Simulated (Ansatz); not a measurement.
The cluster Zr₂Se₄⁺. The state is a doublet with charge 1. Geometry PBE-D4/def2-SVP, that of the neutral singlet; atoms count from 1.

```tsv
atom	x (Å)	y (Å)	z (Å)
Zr1	-0.602	-0.029	-0.663
Zr2	1.352	0.082	1.477
Se3	-1.102	-0.005	1.976
Se4	1.349	-1.807	-0.169
Se5	-2.209	-0.154	-2.396
Se6	1.212	1.913	-0.225
```

In the def2 sets Zr takes a core potential; there is no spin–orbit coupling. The structure comes from a short search, and lower isomers may exist.

(1) Estimate the Mulliken populations from the PBE0/def2-TZVP orbitals of Ansatz.

(2) Where does the spin sit?

(3) And the Mayer bond orders between heavy atoms (over 0.3)?

## Answers

(1) 
```json
{"atom": "Zr1", "charge (e)": "0.90", "spin (α − β)": "-0.12", "d electrons": "2.32"}
{"atom": "Zr2", "charge (e)": "1.02", "spin (α − β)": "-0.30", "d electrons": "2.27"}
{"atom": "Se3", "charge (e)": "-0.22", "spin (α − β)": "0.46", "d electrons": "–"}
{"atom": "Se4", "charge (e)": "-0.22", "spin (α − β)": "0.47", "d electrons": "–"}
{"atom": "Se5", "charge (e)": "-0.27", "spin (α − β)": "0.02", "d electrons": "–"}
{"atom": "Se6", "charge (e)": "-0.22", "spin (α − β)": "0.47", "d electrons": "–"}
```
Mulliken values depend strongly on the basis.

(2) Summed by element: Zr -0.41, Se 1.41, of 1 unpaired in all. Largest on single atoms: Se6 0.47, Se4 0.47, Se3 0.46.

(3) Zr1–Zr2 0.35 (2.90 Å); Zr1–Se3 0.73 (2.69 Å); Zr1–Se4 0.72 (2.69 Å); Zr1–Se5 2.14 (2.37 Å); Zr1–Se6 0.72 (2.69 Å); Zr2–Se3 1.33 (2.51 Å); Zr2–Se4 1.33 (2.51 Å); Zr2–Se6 1.34 (2.50 Å).
